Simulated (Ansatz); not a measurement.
Born–Oppenheimer molecular dynamics of a periodic cell of 40 atoms, CF₄ (packed as 8 CF4, density as packed 1.46 g/cm³ with natural masses). It goes on from the last frame of an earlier run, with new velocities.

The calculation used DFT LDA, scalar-relativistic, plane waves, PAW in Ansatz 0.2.0. Settings: cutoff 420 eV, k mesh 1x1x1, fermi-dirac smearing 0.02 eV, no spin polarisation.

```yaml
ensemble: NVT, Nosé–Hoover chain
time_step: 1 fs
steps_asked: 400
set_temperature: 500 K
thermostat: time constant 50 fs, chain length 5
seed: 831782
```

First frame:

```xyz
40
Lattice="9.2863 0.0000 0.0000 0.0000 9.2863 0.0000 0.0000 0.0000 9.2863" Properties=species:S:1:pos:R:3
C 3.759 8.687 5.542
F 2.628 8.969 4.949
F 3.784 7.400 5.809
F 4.744 9.139 4.922
F 3.739 9.339 6.720
C 4.816 4.933 3.127
F 5.458 6.069 3.246
F 3.768 5.027 2.405
F 5.758 4.120 2.629
F 4.497 4.554 4.327
C 5.238 1.798 8.655
F 5.643 2.429 9.801
F 5.991 0.762 8.329
F 3.981 1.377 8.915
F 5.211 2.621 7.582
C 8.331 8.403 5.248
F 7.288 8.683 5.934
F 9.275 9.262 5.548
F 8.844 7.232 5.345
F 7.947 8.701 3.985
C 8.862 6.401 9.153
F 9.072 7.356 8.300
F 9.715 6.455 10.158
F 7.651 6.582 9.593
F 8.824 5.206 8.541
C 1.522 3.022 7.035
F 0.312 2.727 7.261
F 1.567 4.268 6.532
F 2.204 3.040 8.114
F 2.029 2.167 6.116
C 9.189 3.728 2.714
F 8.406 4.678 3.235
F 8.519 2.940 1.890
F 10.193 4.408 2.178
F 9.524 2.858 3.581
C 4.500 5.875 8.181
F 4.748 5.023 7.271
F 4.944 7.154 7.916
F 3.186 5.936 8.508
F 5.118 5.480 9.325
```

What does the run give?

The run went to its last step.

```json
{"steps done": "400", "time covered": "400 fs", "mean temperature over the second half": "508 K", "spread of the potential energy over the second half": "5.7 meV per atom", "mean potential energy of the second half above the start": "6.4 meV per atom"}
```

The conserved energy stayed within 0.31 meV per atom of its start (net change 0.04 meV per atom), so the integration is sound. A run of 0.4 ps of so small a system gives no equilibrium averages. Limits of this set-up: coarse k mesh.

What happens to the structure?

Mean squared displacements from the first frame to the last, about the centre of mass: C 1.17 Å², F 2.30 Å². This is one draw of velocities; another would differ in detail.

How do temperature and energy run in time?


```json
{"time (fs)": "0", "T (K)": "500", "potential energy less start (eV)": "0.000", "conserved less start (meV/atom)": "0.00"}
{"time (fs)": "33", "T (K)": "538", "potential energy less start (eV)": "-0.150", "conserved less start (meV/atom)": "-0.01"}
{"time (fs)": "66", "T (K)": "483", "potential energy less start (eV)": "0.293", "conserved less start (meV/atom)": "0.11"}
{"time (fs)": "99", "T (K)": "603", "potential energy less start (eV)": "0.217", "conserved less start (meV/atom)": "0.04"}
{"time (fs)": "132", "T (K)": "644", "potential energy less start (eV)": "0.541", "conserved less start (meV/atom)": "0.06"}
{"time (fs)": "165", "T (K)": "507", "potential energy less start (eV)": "0.944", "conserved less start (meV/atom)": "0.24"}
{"time (fs)": "198", "T (K)": "595", "potential energy less start (eV)": "-0.168", "conserved less start (meV/atom)": "-0.03"}
{"time (fs)": "231", "T (K)": "496", "potential energy less start (eV)": "0.098", "conserved less start (meV/atom)": "0.05"}
{"time (fs)": "264", "T (K)": "402", "potential energy less start (eV)": "0.545", "conserved less start (meV/atom)": "0.12"}
{"time (fs)": "297", "T (K)": "473", "potential energy less start (eV)": "0.277", "conserved less start (meV/atom)": "0.05"}
{"time (fs)": "330", "T (K)": "527", "potential energy less start (eV)": "0.194", "conserved less start (meV/atom)": "0.01"}
{"time (fs)": "363", "T (K)": "556", "potential energy less start (eV)": "0.309", "conserved less start (meV/atom)": "0.09"}
{"time (fs)": "396", "T (K)": "575", "potential energy less start (eV)": "0.398", "conserved less start (meV/atom)": "0.07"}
```

The run took 14 min on 2 threads of AMD EPYC 7B13 (Zen 3), with other jobs on the host, peak memory 0.77 GiB.
